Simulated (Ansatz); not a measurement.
The Sn1–O2 bond of SnO is stretched (multiplicity 1).


Cores are frozen in the correlated methods. Filled d and f shells under p-block atoms count as core.

The values were computed with Ansatz (an electronic-structure program). Values without a source in brackets are computed. In def2 rows elements past Kr take small-core potentials, without spin–orbit coupling.

Natural occupations of CASSCF(10,8)/def2-TZVPP:

```
R (Å)                                      occupations
-----  -----------------------------------------------
1.832  1.998 1.996 1.960 1.939 1.939 0.063 0.063 0.042
3.206  2.000 1.976 1.652 1.535 1.535 0.473 0.473 0.357
7.327  2.000 2.000 1.968 1.000 1.000 1.000 1.000 0.032
```

Task: Count the electrons that have left the 5 most occupied orbitals, and the effectively unpaired electrons Σ min(n, 2 − n).

Result: 
- R = 1.832 Å: 0.17 electrons in the weakly occupied orbitals, 0.33 unpaired
- R = 3.206 Å: 1.30 electrons in the weakly occupied orbitals, 2.61 unpaired
- R = 7.327 Å: 2.03 electrons in the weakly occupied orbitals, 4.06 unpaired
Each bonding pair that breaks into one electron on either fragment adds two; pairs that stay whole add only the little that their own correlation moves into empty orbitals.
